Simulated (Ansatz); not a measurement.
Species, as SMILES: [SiH]F (F-SiH) (closed-shell singlet).
Geometry (B3LYP-D3(BJ)/def2-TZVP, fixed):
```xyz
3

Si    -0.2468    -0.3148     0.4521
H     -0.9813    -1.2112    -0.5591
F      0.4929     0.6243    -0.6411
```

Basis-set convergence of the dipole moment at HF with Ansatz (a quantum-chemistry and plane-wave program). Dipoles come from the density behind the forces; the sign is taken along the dipole that this method gives in the largest set. Cartesian d functions, on some or all atoms, in 6-31G*, 6-31G**, 6-311G**; all else is spherical. The program fits the integrals of some runs and decomposes those of others, by size. A restricted Hartree-Fock determinant is unstable towards unrestricted orbitals. No added dispersion term, no relativity. Reference: the value in aug-pcseg-3, 1.147 D. Deviations are taken from unrounded values.

```csv
basis,functions,dipole moment (D),minus reference (D)
STO-3G,15,0.723,-0.424
3-21G,24,1.339,0.192
6-31G,24,1.891,0.744
6-31G*,36,1.209,0.062
6-31G**,39,1.214,0.067
cc-pV(D+d)Z,42,1.352,0.205
6-311G**,51,1.473,0.326
aug-cc-pV(D+d)Z,64,1.182,0.035
cc-pV(T+d)Z,83,1.148,0.001
jun-cc-pV(T+d)Z,101,1.160,0.013
aug-cc-pV(T+d)Z,124,1.153,0.006
cc-pV(Q+d)Z,149,1.150,0.003
aug-cc-pV(Q+d)Z,215,1.149,0.002
cc-pV(5+d)Z,246,1.154,0.007
```

The smallest set listed that lies within 0.05 D of the reference with all its larger relatives (same family, alike in diffuse functions; a set with none counts only in the reference's own line) is aug-cc-pV(D+d)Z (64 functions, 0.035 D off).
